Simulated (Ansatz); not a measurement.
Ag2Cl2⁻. Charge -1, multiplicity 2. Geometry r2SCAN-D4/def2-SVPD.

```xyz
4

Ag    0.8430    0.2920   -0.9959
Ag   -0.8440   -0.2836    0.9974
Cl   -2.3568   -0.8066    2.7772
Cl    2.3578    0.7982   -2.7787
```

In the def2 sets Ag takes a core potential; there is no spin–orbit coupling. No other spin state of charge -1 was run. Another isomer (doublet) lies 0.06 eV lower at r2SCAN-D4/def2-TZVPD; other spin states weren't run for this one.

Question: Estimate the α-spin orbital energies around the gap (eV) in Ansatz with HF/def2-TZVPD, PBE-D4/def2-TZVPD, r2SCAN-D4/def2-TZVPD, PBE0-D4/def2-TZVPD, BHLYP-D4/def2-TZVPD.

Answer: 
```json
{"orbital": "HOMO−5", "HF/def2-TZVPD": "-7.08", "PBE-D4/def2-TZVPD": "-2.71", "r2SCAN-D4/def2-TZVPD": "-2.96", "PBE0-D4/def2-TZVPD": "-4.04", "BHLYP-D4/def2-TZVPD": "-5.25"}
{"orbital": "HOMO−4", "HF/def2-TZVPD": "-6.97", "PBE-D4/def2-TZVPD": "-2.71", "r2SCAN-D4/def2-TZVPD": "-2.96", "PBE0-D4/def2-TZVPD": "-3.96", "BHLYP-D4/def2-TZVPD": "-5.11"}
{"orbital": "HOMO−3", "HF/def2-TZVPD": "-6.97", "PBE-D4/def2-TZVPD": "-2.71", "r2SCAN-D4/def2-TZVPD": "-2.90", "PBE0-D4/def2-TZVPD": "-3.96", "BHLYP-D4/def2-TZVPD": "-5.11"}
{"orbital": "HOMO−2", "HF/def2-TZVPD": "-6.86", "PBE-D4/def2-TZVPD": "-2.47", "r2SCAN-D4/def2-TZVPD": "-2.70", "PBE0-D4/def2-TZVPD": "-3.78", "BHLYP-D4/def2-TZVPD": "-4.97"}
{"orbital": "HOMO−1", "HF/def2-TZVPD": "-6.86", "PBE-D4/def2-TZVPD": "-2.47", "r2SCAN-D4/def2-TZVPD": "-2.70", "PBE0-D4/def2-TZVPD": "-3.78", "BHLYP-D4/def2-TZVPD": "-4.97"}
{"orbital": "HOMO", "HF/def2-TZVPD": "-4.31", "PBE-D4/def2-TZVPD": "-1.80", "r2SCAN-D4/def2-TZVPD": "-2.07", "PBE0-D4/def2-TZVPD": "-2.62", "BHLYP-D4/def2-TZVPD": "-3.23"}
{"orbital": "LUMO", "HF/def2-TZVPD": "4.31", "PBE-D4/def2-TZVPD": "2.13", "r2SCAN-D4/def2-TZVPD": "2.32", "PBE0-D4/def2-TZVPD": "2.63", "BHLYP-D4/def2-TZVPD": "3.16"}
{"orbital": "LUMO+1", "HF/def2-TZVPD": "4.31", "PBE-D4/def2-TZVPD": "2.13", "r2SCAN-D4/def2-TZVPD": "2.32", "PBE0-D4/def2-TZVPD": "2.63", "BHLYP-D4/def2-TZVPD": "3.16"}
{"orbital": "LUMO+2", "HF/def2-TZVPD": "4.57", "PBE-D4/def2-TZVPD": "2.31", "r2SCAN-D4/def2-TZVPD": "2.68", "PBE0-D4/def2-TZVPD": "2.98", "BHLYP-D4/def2-TZVPD": "3.48"}
{"orbital": "LUMO+3", "HF/def2-TZVPD": "4.72", "PBE-D4/def2-TZVPD": "3.10", "r2SCAN-D4/def2-TZVPD": "3.68", "PBE0-D4/def2-TZVPD": "3.56", "BHLYP-D4/def2-TZVPD": "3.87"}
{"orbital": "LUMO+4", "HF/def2-TZVPD": "5.87", "PBE-D4/def2-TZVPD": "3.71", "r2SCAN-D4/def2-TZVPD": "4.25", "PBE0-D4/def2-TZVPD": "4.30", "BHLYP-D4/def2-TZVPD": "4.82"}
{"orbital": "LUMO+5", "HF/def2-TZVPD": "5.87", "PBE-D4/def2-TZVPD": "3.95", "r2SCAN-D4/def2-TZVPD": "4.44", "PBE0-D4/def2-TZVPD": "4.47", "BHLYP-D4/def2-TZVPD": "4.87"}
{"orbital": "β HOMO", "HF/def2-TZVPD": "-6.87", "PBE-D4/def2-TZVPD": "-2.43", "r2SCAN-D4/def2-TZVPD": "-2.67", "PBE0-D4/def2-TZVPD": "-3.76", "BHLYP-D4/def2-TZVPD": "-4.95"}
{"orbital": "β LUMO", "HF/def2-TZVPD": "3.27", "PBE-D4/def2-TZVPD": "-1.12", "r2SCAN-D4/def2-TZVPD": "-0.88", "PBE0-D4/def2-TZVPD": "-0.20", "BHLYP-D4/def2-TZVPD": "0.61"}
```
